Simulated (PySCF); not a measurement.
C5H6, SMILES `C#CCC=C` (C–C–C–C torsion 125°), neutral singlet in the gas phase. 

Cartesian coordinates (Å):
SMILES: C#CCC=C
```xyz
11

C      2.4830    -0.5298    -0.5874
C      1.5109     0.1382    -0.3667
C      0.3168     0.9288    -0.1073
C     -0.9425     0.1165    -0.1998
C     -1.8416     0.0285     0.7671
H      3.3478    -1.1193    -0.7791
H      0.3889     1.3927     0.8813
H      0.2782     1.7482    -0.8364
H     -1.0905    -0.4187    -1.1340
H     -1.7097     0.5441     1.7133
H     -2.7413    -0.5634     0.6489
```
Charge 0, multiplicity 1.

All levels are single points at this geometry (PBE0-D4/def2-TZVP); Pople sets use spherical d functions. Orbital energies aren't observables, and empty levels follow the basis.

PBE-D3(BJ)/def2-TZVP in PySCF gives HOMO (eV) = -6.45.

Estimate the HOMO (eV) from each of these levels: B3LYP-D3(BJ)/def2-TZVP in PySCF; PBE0-D4/def2-TZVP in PySCF; B3LYP/6-31G* in PySCF; M06-2X/6-31G* in PySCF; PBE/6-31G* in PySCF.


```json
[
 {"level": "B3LYP-D3(BJ)/def2-TZVP in PySCF", "HOMO (eV)": "-7.38"},
 {"level": "PBE0-D4/def2-TZVP in PySCF", "HOMO (eV)": "-7.61"},
 {"level": "B3LYP/6-31G* in PySCF", "HOMO (eV)": "-6.99"},
 {"level": "M06-2X/6-31G* in PySCF", "HOMO (eV)": "-8.55"},
 {"level": "PBE/6-31G* in PySCF", "HOMO (eV)": "-6.05"}
]
```
